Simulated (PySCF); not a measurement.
# SMILES C=CN1CCCN1[SiH3], C₅H₁₂N₂Si

Molfile (atoms numbered from 1):
```
C5H12N2Si
     RDKit          3D

 20 20  0  0  0  0  0  0  0  0999 V2000
    2.8191    0.7936   -0.0038 C   0  0  0  0  0  0  0  0  0  0  0  0
    1.5167    1.0566    0.0554 C   0  0  0  0  0  0  0  0  0  0  0  0
    0.5039    0.1346    0.1665 N   0  0  0  0  0  0  0  0  0  0  0  0
    0.6406   -1.2086   -0.3793 C   0  0  0  0  0  0  0  0  0  0  0  0
   -0.6741   -1.4679   -1.1333 C   0  0  0  0  0  0  0  0  0  0  0  0
   -1.2356   -0.0501   -1.2875 C   0  0  0  0  0  0  0  0  0  0  0  0
   -0.8122    0.6067   -0.0726 N   0  0  0  0  0  0  0  0  0  0  0  0
   -1.8076    0.8003    1.3299 Si  0  0  0  0  0  4  0  0  0  0  0  0
    3.5336    1.5948   -0.0188 H   0  0  0  0  0  0  0  0  0  0  0  0
    3.2132   -0.2066   -0.0212 H   0  0  0  0  0  0  0  0  0  0  0  0
    1.1556    2.0747    0.1063 H   0  0  0  0  0  0  0  0  0  0  0  0
    1.5010   -1.2455   -1.0547 H   0  0  0  0  0  0  0  0  0  0  0  0
    0.7976   -1.9302    0.4281 H   0  0  0  0  0  0  0  0  0  0  0  0
   -1.3528   -2.0679   -0.5265 H   0  0  0  0  0  0  0  0  0  0  0  0
   -0.5137   -1.9671   -2.0864 H   0  0  0  0  0  0  0  0  0  0  0  0
   -0.7713    0.4510   -2.1476 H   0  0  0  0  0  0  0  0  0  0  0  0
   -2.3173   -0.0185   -1.3940 H   0  0  0  0  0  0  0  0  0  0  0  0
   -2.2049   -0.4349    2.0231 H   0  0  0  0  0  0  0  0  0  0  0  0
   -2.9993    1.4728    0.8155 H   0  0  0  0  0  0  0  0  0  0  0  0
   -0.9979    1.6228    2.2213 H   0  0  0  0  0  0  0  0  0  0  0  0
  1  2  2  0
  2  3  1  0
  3  4  1  0
  4  5  1  0
  5  6  1  0
  6  7  1  0
  7  8  1  0
  7  3  1  0
  1  9  1  0
  1 10  1  0
  2 11  1  0
  4 12  1  0
  4 13  1  0
  5 14  1  0
  5 15  1  0
  6 16  1  0
  6 17  1  0
  8 18  1  0
  8 19  1  0
  8 20  1  0
M  END
```

Level of theory: GIAO CAM-B3LYP/pcSseg-1 magnetisability, rotational g tensor and spin-rotation constants, non-relativistic, gas phase in PySCF. Geometry: GFN2-xTB.

Question: Give the nuclear spin-rotation constants along the inertial axes (H = +C I·J) beside the isotropic shieldings.

Answer: Rotational constants 2.4052, 1.4352, 1.0474 GHz. A star marks the isotopologue with that one atom substituted, in its own axes.
| atom | isotope | Caa (kHz) | Cbb (kHz) | Ccc (kHz) | mean (kHz) | σ (ppm) |
| --- | --- | --- | --- | --- | --- | --- |
| N3 | 14N | 0.205 | 0.114 | 0.096 | 0.138 | 131.4 |
| N7 | 14N | 0.126 | 0.123 | 0.080 | 0.110 | 163.7 |
| H9 | 1H | -0.077 | -0.051 | -0.085 | -0.071 | 27.9 |
| H10 | 1H | -0.185 | -0.058 | -0.037 | -0.093 | 28.1 |
| H11 | 1H | -0.189 | -0.013 | -0.015 | -0.072 | 25.0 |
| H12 | 1H | 0.036 | -0.124 | -0.104 | -0.064 | 28.9 |
| H13 | 1H | -0.235 | -0.153 | 0.044 | -0.115 | 28.5 |
| H14 | 1H | -0.103 | -0.137 | -0.050 | -0.097 | 29.7 |
| H15 | 1H | -0.239 | 0.013 | -0.103 | -0.110 | 29.8 |
| H16 | 1H | -0.121 | -0.162 | -0.007 | -0.097 | 28.9 |
| H17 | 1H | 0.064 | -0.141 | -0.110 | -0.062 | 29.0 |
| H18 | 1H | -0.179 | -0.107 | 0.017 | -0.089 | 27.2 |
| H19 | 1H | -0.041 | -0.130 | -0.032 | -0.068 | 27.4 |
| H20 | 1H | -0.163 | 0.040 | -0.099 | -0.074 | 27.2 |
| C1 | 13C* | 0.596 | 0.370 | 0.242 | 0.403 | 99.8 |
| C2 | 13C* | 0.811 | 0.549 | 0.365 | 0.575 | 27.4 |
| C4 | 13C* | 0.499 | 0.221 | 0.223 | 0.314 | 135.6 |
| C5 | 13C* | 0.426 | 0.222 | 0.177 | 0.275 | 151.6 |
| C6 | 13C* | 0.515 | 0.233 | 0.207 | 0.318 | 135.4 |
| Si8 | 29Si* | -1.332 | -0.786 | -0.651 | -0.923 | 395.8 |

For the geometry as given, no vibrational averaging.

Question: How do the rotational constants and the g tensor change when H9, H10, H11, H12, H13, H14, H15, H16, H17, H18, H19, H20 are replaced by deuterium?

Answer: Constants 1.9565, 1.2113, 0.8914 GHz; g -0.0182, -0.0141, -0.0081, against -0.0223, -0.0167, -0.0096 before.
